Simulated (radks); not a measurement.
Values are calculated unless marked as measured or tabulated.
Numerical settings for neutral calcium, [Ar] 4s2. Level of theory: scalar-relativistic Kohn-Sham, LDA (Slater exchange, Perdew-Wang correlation), spin-polarised, spherical densities, finite nucleus; Fermi nuclear charge, rms radius 3.4776 fm (a radial shooting solver on a logarithmic mesh with Libxc functionals). The defaults (mesh step 0.008 in ln r, mesh end at 40 bohr or more with all orbitals vanishing there, Anderson mixing 0.5 over 9 steps, residual threshold near 1e-9 with the energy settled to 1e-9 hartree or 1e-11 of itself, here a cap of 94 iterations) give E = -678.6904 hartree and 4s at -3.864 eV in 13 iterations. Run on one thread of a shared host, so times are rough (Arm Neoverse N1): 0.15 s of CPU time, 0.15 s wall, 13 iterations on 2381 mesh points. Changes against that run (0 stands for a change within the tolerance of the run):

setting                    iterations         converged  E (mhartree)  e(4s) (meV)  CPU (s)
mesh step in ln r 0.003            13               yes             0            0     0.37
mesh step in ln r 0.03             13               yes             0            0     0.05
mesh step in ln r 0.012            13               yes             0            0     0.11
mesh end (bohr) 2                  13  level above zero     +1.29e+04    +1.49e+05     0.11
mesh end (bohr) 5                  13  level above zero          +248     +5.4e+03     0.12
residual threshold 1e-13           21               yes             0            0      0.2
residual threshold 0.01             9               yes             0      +0.0127     0.12
mixing 0.2                         16               yes             0            0     0.18
linear mixing, mixing 1            64               yes             0            0     0.58
linear mixing, mixing 0.2          87               yes             0            0     0.71
mixing history 2                   20               yes             0            0      0.2
iteration cap 2                     2                no         +39.8    -2.16e+03     0.04

Settled on a wrong energy, with an occupied level pushed above zero by the early mesh end: mesh end (bohr) 2 (+12.9 hartree); mesh end (bohr) 5 (+0.248 hartree). Apart from these: no run marked as converged misses the energy by more than 1 mhartree. A mesh that ends early acts as a hard wall.
